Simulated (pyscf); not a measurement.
Hydrogen shift: •O–AlH–OH → [HO–Al–OH]•

Gas phase, doublet surface, charge 0. Bonds broken: Al1–H4. Bonds formed: O2–H4. Structures and frequencies: ωB97X-D3(BJ)/def2-SVP in PySCF. MP2 and CC: frozen core, UHF for open shells. ΔMP2 is the change of the MP2 total energy from the triple- to the quadruple-zeta basis.

Transition state (Å):

```xyz
5

Al     0.9813    -0.2977     0.2047
O      0.7708     1.3656     0.1798
O      1.0045    -1.7351     1.0712
H      1.1128     0.6425    -1.1428
H      1.1697    -2.6507     0.8452
```

One imaginary mode, 1317i cm⁻¹; descent along it reached the two sides named.

```json
[
 {"bond": "Al1–H4", "change": "breaks", "reactant side (Å)": "1.572", "saddle": "1.648", "product side": "2.386"},
 {"bond": "O2–H4", "change": "forms", "reactant side (Å)": "2.8", "saddle": "1.546", "product side": "0.960"}
]
```

Electronic energies relative to the reactant's lowest minimum found (kcal/mol):

```json
[
 {"level": "ωB97X-D3(BJ)/def2-TZVP", "barrier": "21.2", "reaction energy": "-33.8", "reverse barrier": "55.0"},
 {"level": "PBE/def2-TZVP", "barrier": "8.6", "reaction energy": "-40.5", "reverse barrier": "49.1"},
 {"level": "r²SCAN/def2-TZVP", "barrier": "14.4", "reaction energy": "-37.5", "reverse barrier": "51.9"},
 {"level": "B3LYP-D3(BJ)/def2-TZVP", "barrier": "18.0", "reaction energy": "-35.2", "reverse barrier": "53.1"},
 {"level": "PBE0-D3(BJ)/def2-TZVP", "barrier": "16.9", "reaction energy": "-38.1", "reverse barrier": "55.0"},
 {"level": "M06-2X/def2-TZVP", "barrier": "20.8", "reaction energy": "-39.9", "reverse barrier": "60.8"},
 {"level": "ωB97M-D3(BJ)/def2-TZVP", "barrier": "20.2", "reaction energy": "-33.8", "reverse barrier": "54.0"},
 {"level": "HF/def2-TZVP", "barrier": "44.5", "reaction energy": "-20.3", "reverse barrier": "64.8"},
 {"level": "MP2/def2-QZVPP", "barrier": "22.7", "reaction energy": "-46.6", "reverse barrier": "69.4"},
 {"level": "CCSD/def2-TZVPP", "barrier": "23.5", "reaction energy": "-35.5", "reverse barrier": "59.0"},
 {"level": "CCSD(T)/def2-TZVPP", "barrier": "20.1", "reaction energy": "-37.4", "reverse barrier": "57.4"},
 {"level": "CCSD(T)/def2-TZVPP + ΔMP2(QZVPP)", "barrier": "19.4", "reaction energy": "-38.5", "reverse barrier": "57.9"}
]
```

With CCSD(T)/def2-TZVPP + ΔMP2(QZVPP) energies and thermal terms (ideal gas, 1 atm, RRHO with modes under 100 cm⁻¹ raised to 100, one conformer, R ln 2 for rigid chiral ones), in kcal/mol:

| T (K) | ΔH‡ | ΔG‡ | ΔH | ΔG |
|---|---|---|---|---|
| 298 | 17.8 | 17.5 | -36.0 | -36.2 |
| 600 | 17.6 | 17.3 | -35.9 | -36.3 |
| 900 | 17.1 | 17.2 | -36.1 | -36.5 |
| 1200 | 16.6 | 17.3 | -36.3 | -36.6 |

This is the saddle that the search found; another between the same sides may lie lower. The CCSD(T) − MP2 part came from Ansatz, without density fitting, on the same reference.
